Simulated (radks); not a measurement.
The numbers below are computed, except where a source is named.
Species: Ar. Configuration: [Ar]. Code: a radial shooting solver on a logarithmic mesh with Libxc functionals. Model: non-relativistic Kohn-Sham, PBEsol, spin-unpolarised, spherical densities, point nucleus; hard spherical wall at 15 bohr.

Unscreened Slater integrals over Kohn-Sham orbitals (hartree).

F0(3p,3p): 0.54692
F2(3p,3p): 0.26915
F0(3p,3s): 0.58818
G1(3p,3s): 0.38349
F0(3p,2p): 0.75773
F2(3p,2p): 0.12417
G0(3p,2p): 0.048152
G2(3p,2p): 0.048515
F0(3p,2s): 0.74830
G1(3p,2s): 0.036763
F0(3s,3s): 0.63883
F0(3s,2p): 0.85586
G1(3s,2p): 0.062543
F0(3s,2s): 0.84703
G0(3s,2s): 0.050133
F0(2p,2p): 2.4261
F2(2p,2p): 1.1292
F0(2p,2s): 2.2736
G1(2p,2s): 1.3372
F0(2s,2s): 2.1730
